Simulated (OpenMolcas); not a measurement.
Dy2+ with its 8 nearest fluoride ions, on the Sr site of SrF2 (a = 5.796 Å, distance in the model lattice 2.510 Å). The rest of the host is ab initio model potentials to 7.6 Å and point charges beyond; the distance is set by hand and nothing relaxes. Ligand basis ANO-RCC-VDZP.

| Quantity | Value |
| --- | --- |
| Program | OpenMolcas 26.06 |
| Method | CASSCF |
| Basis | ANO-RCC-VDZP [7s6p4d2f1g] |
| Scalar Hamiltonian | DKH2, point nucleus |
| Active space | 10 electrons in 7 orbitals (4f) |
| State averaging | 2S+1 = 5 even, 35 roots (32 in the spin-orbit step); 2S+1 = 3 even, 106 roots kept (CI in the orbitals of an earlier block); 2S+1 = 1 even, 31 roots kept (CI in the orbitals of an earlier block) |
| Spin-orbit coupling | state interaction with AMFI integrals over the reference wave functions |

All ligands move together. At R = 2.5 Å the width of the lowest J multiplet is 277 cm-1, and at R = 2.503 Å it is 275 cm-1.

Task: A third run gives 270 cm-1. What distance was it run at?

Result: With a power law R^-n the two known points give n = -ln(275 / 277) / ln(2.503 / 2.5) = 6.04. Then R = 2.5 × (277 / 270)^(1/6.04) = 2.511 Å. The run was at 2.51 Å, so the estimate is off by +0.001 Å.

High states are left out of the spin-orbit mixing, which shifts the levels that they would mix with. Without dynamic correlation the ligand-field splitting of an f shell can come out too small, at times by half. No measured value stands beside these numbers; the geometry was set by hand and not optimised.
